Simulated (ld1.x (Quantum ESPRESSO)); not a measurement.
Varying the TM potential for Ti

Base potential:

* Element: Ti (Z = 22)
* Generator: ld1.x (Quantum ESPRESSO) 7.5
* Type: norm-conserving Troullier–Martins (Kleinman–Bylander form)
* Functional: LDA (PZ)
* Relativity: scalar-relativistic
* Frozen core: [Ne]
* Valence charge: 12
* Reference configuration: 3s2 3p6 3d2 4s1 4p1
* Partial waves: 3p (bound): rc 1.65 bohr; 3d (bound): rc 2.25 bohr; 3s (bound): rc 1.60 bohr
* Local potential: the s channel
* Core correction: Bessel-smoothed model core, default radius (core density twice the valence density)

Occupied shells without a wave of their own: 4p, 4s. They enter only through the test configuration that unscreens the potential, and ld1.x also counts them in the model core charge.

Cutoffs, loose and tight: the cutoffs (Ry, on a coarse ladder) from which the occupation-weighted sum of valence levels, in a spherical-Bessel basis at the reference potential, stays within 10 and 1 mRy of its value at 400 Ry. They do not see the model core or the augmentation charge, which bear on the density cutoff. Test errors are all-electron minus pseudo excitation energies from the reference, over the configurations 3s2 3p6 3d2 4s2 4p0; 3s2 3p6 3d2 4s1 4p0; 3s2 3p6 3d2 4s0 4p0; 3s2 3p6 3d0 4s0 4p0; 3s2 3p6 3d2.5 4s1.5 4p0; 3s1 3p6 3d2 4s2 4p0; 3s2 3p6 3d1 4s2 4p0 (two spin-polarised tests are not counted in the largest error). A dash means not determined; rows that change the core or the reference have their own tests.

With those shells counted twice in exchange and correlation these files are broken, and their errors move erratically; no question is asked of them.

The default core radius of the base comes out at 0.52 bohr.

| change | outcome | cutoff, loose | cutoff, tight | bound ghosts | largest test error (meV) |
| --- | --- | --- | --- | --- | --- |
| base | generated, misses its reference levels by 0.60 eV | 45 Ry | 80 Ry | none | -2881 |
| core correction none | generated, misses its reference levels by 0.60 eV | 45 Ry | 80 Ry | none | -1692 |
| core correction Bessel-smoothed model core inside 0.70 bohr | generated, misses its reference levels by 0.60 eV | 45 Ry | 80 Ry | none | -2880 |
| core correction Bessel-smoothed model core inside 0.82 bohr | generated, misses its reference levels by 0.60 eV | 45 Ry | 80 Ry | none | -2880 |
| core correction Bessel-smoothed model core inside 1.06 bohr | generated, misses its reference levels by 0.60 eV | 45 Ry | 80 Ry | none | -2879 |
| core correction Bessel-smoothed model core inside 1.16 bohr | generated, misses its reference levels by 0.60 eV | 45 Ry | 80 Ry | none | -2879 |
| core correction Bessel-smoothed model core inside 1.38 bohr | generated, misses its reference levels by 0.60 eV | 45 Ry | 80 Ry | none | -2874 |
| core correction Bessel-smoothed model core inside 1.60 bohr | generated, misses its reference levels by 0.60 eV | 45 Ry | 80 Ry | none | -2871 |
| core correction Bessel-smoothed model core inside 1.72 bohr | generated, misses its reference levels by 0.60 eV | 45 Ry | 80 Ry | none | -2867 |
| core correction Bessel-smoothed model core inside 1.92 bohr | generated, misses its reference levels by 0.60 eV | 45 Ry | 80 Ry | none | -2858 |
